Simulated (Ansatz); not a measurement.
`[OH][Al]([F])[F]` + HCl → `[OH][Al]([F])[Cl]` + H–F at 700 K and 1 bar (ligand exchange at the Al–F bond).

Program: Ansatz. Geometries: PBE0-D4/def2-TZVP. ΔE: electronic, gas phase. CCSD(T)/CBS is the MP2 limit (def2-TZVPP, def2-QZVPP) plus CCSD(T) − MP2 in def2-TZVPP, frozen cores. This one scheme is used for every species. One conformer a species, not always the lowest.

```
            species  CCSD(T)/CBS energy (Eh)  H − E (kJ/mol)  S (J/(mol·K))
 `[OH][Al]([F])[F]`               -517.59653            99.5          370.6
                HCl               -460.38127            38.4          211.8
`[OH][Al]([F])[Cl]`               -877.57483            98.6          384.5
                H–F               -100.39570            45.2          198.5
```

H − E and S are ideal-gas, rigid-rotor, harmonic terms from PBE0-D4/def2-TZVP, for one conformer and one mirror image of each species. 1 Eh = 2625.50 kJ/mol, R = 8.31446 J/(mol·K).

**Question.** By hand: ΔE, ΔH, ΔS and ΔG.

**Answer.** ΔE = (-877.57483) + (-100.39570) − (-517.59653) − (-460.38127) = 0.00727 Eh = 19.1 kJ/mol. Δ(H − E) = 98.6 + 45.2 − 99.5 − 38.4 = 5.9, so ΔH = 25.0 kJ/mol. ΔS = 384.5 + 198.5 − 370.6 − 211.8 = 0.6 J/(mol·K). ΔG = 25.0 − 700 × (0.6)/1000 = 24.6 kJ/mol.

**Question.** By hand: the equilibrium constant, and the temperature at which ΔG would vanish if ΔH and ΔS stayed fixed.

**Answer.** log₁₀ K = −ΔG/(RT ln 10) = -1.8. ΔG = 0 at ΔH/ΔS = 41667 K, far beyond where these terms or the molecules hold.

The number of gas molecules stays the same, so ΔS is small and ΔH decides. A doubt of 5 kJ/mol in ΔE shifts log₁₀ K by 0.4 here. Other conformers and mirror images would add mixing entropy, several J/(mol·K) or more a flexible species. These are equilibria of isolated gas molecules and say nothing of rates. Largest T1 diagnostic: 0.013 (customary marks: 0.02 for closed shells, 0.045 for open ones).
